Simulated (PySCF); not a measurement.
# What a mistake does to a calculation on BCH3O2

All numbers below are calculated, not measured. The program is PySCF 2.14.0, an open-source quantum chemistry code, run on an isolated molecule that a program drew, which may never have been made. The molecule is BCH3O2 (charge 0, singlet), drawn as the SMILES string `O=BCO`.

Each row is a Hartree-Fock (HF) and frozen-core CCSD(T) single point in the cc-pVDZ basis, meant for a local HF minimum. Run 1 is clean. Each other run has one planted mistake out of seven kinds, and not every kind appears here: one electron removed, one electron added, multiplicity raised by two, geometry at a saddle point, minimal basis STO-3G, one bond length entered in bohr, all coordinates scaled. The reference is restricted for singlets and unrestricted otherwise, and also for a bond in bohr. Adding or removing an electron swaps singlet and doublet. Electrons count all cores. HOMO and LUMO are orbital energies over both spins, the gradient is its largest component, and the lowest frequency (negative if imaginary) is given only where the gradient is small. Bond lengths are over the 6 bonds as drawn. T1 is the CCSD diagnostic: over 0.02 (restricted) or 0.045 (unrestricted) a single reference is doubtful.

Geometry of the clean run:
```xyz
7
BCH3O2, angstrom
O     0.1794   -0.8293    4.0861
B    -0.1578   -0.7936    2.9479
C    -0.6269   -0.7558    1.4547
O    -0.1468   -1.8391    0.7033
H    -1.7182   -0.6750    1.4191
H    -0.2333    0.1516    0.9964
H    -0.5393   -2.6429    1.0107
```

| run | electrons | basis functions | <S^2> | HOMO (eV) | LUMO (eV) | gradient (hartree/bohr) | lowest frequency (cm^-1) | mean bond (Å) | longest bond (Å) | T1 | HF (hartree) | CCSD(T) (hartree) | mistake |
|---|---|---|---|---|---|---|---|---|---|---|---|---|---|
| 1 | 30 | 71 | 0.000 | -12.87 | 3.71 | 1.2e-05 | 208 | 1.2145 | 1.566 | 0.0157 | -214.07906 | -214.70160 | no fault |
| 2 | 30 | 23 | 0.000 | -9.88 | 9.58 | 5.4e-02 | - | 1.2145 | 1.566 | 0.0167 | -211.23711 | -211.47640 | minimal basis STO-3G |
| 3 | 29 | 71 | 0.761 | -19.08 | -7.88 | 4.2e-02 | - | 1.2145 | 1.566 | 0.0328 | -213.69798 | -214.29547 | ? |
| 4 | 30 | 71 | 2.012 | -4.24 | -0.43 | 9.2e-02 | - | 1.2145 | 1.566 | 0.0354 | -213.83743 | -214.44968 | ? |

**Which mistake was planted in run 3, and what did it cost?**

It counts 29 electrons, one fewer than the clean run, at the same geometry and basis. So the mistake is: one electron removed. Subtracting run 1 and multiplying by 627.51 kcal/mol a hartree, the energy moved by 239.1 kcal/mol in HF and 254.9 kcal/mol in CCSD(T).

**Which mistake was planted in run 4, and what did it cost?**

Electrons, basis and geometry are unchanged, and <S^2> is 2.012, beside S(S+1) = 2.00 for a multiplicity of 3. So the mistake is: multiplicity raised by two. Subtracting run 1 and multiplying by 627.51 kcal/mol a hartree, the energy moved by 151.6 kcal/mol in HF and 158.1 kcal/mol in CCSD(T).

